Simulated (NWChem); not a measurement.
Molecule: C3H3F3; SMILES C=CC(F)(F)F

```xyz
9

C     -0.0308    -2.1120     0.0000
C      0.6588    -0.9751     0.0000
C      0.0155     0.3763     0.0000
F     -1.3314     0.3144     0.0000
F      0.3909     1.0914     1.0860
F      0.3909     1.0914    -1.0860
H      0.4721    -3.0741     0.0000
H     -1.1161    -2.1186     0.0000
H      1.7451    -0.9508     0.0000
```
Atoms are numbered in this order, from 1.

Level: B3LYP/6-31G* (spherical d) (NWChem), optimised geometry, unscaled harmonic frequencies. 

```csv
frequency (cm⁻¹),IR intensity (km/mol)
85,0.0
271,0.1
313,0.7
427,6.0
510,0.1
541,9.5
630,7.7
722,1.5
815,0.6
989,27.5
1023,27.6
1040,38.3
1191,294.4
1206,239.1
1312,171.4
1338,28.5
1476,50.9
1746,7.3
3185,3.1
3211,1.6
3271,3.9
```

```json
{
 "zero_point_energy": "36.1 kcal/mol",
 "thermal correction to the enthalpy at 298.15 K (with zero-point energy)": "40.3 kcal/mol",
 "heat capacity Cv": "19.3 cal/(mol K)",
 "entropy at 298.15 K and 1 atm (symmetry number 1)": "76.0 cal/(mol K)",
 "dipole_moment": "2.18 D"
}
```

Rigid rotor and harmonic oscillator; modes under 100 cm⁻¹ make the entropy uncertain.
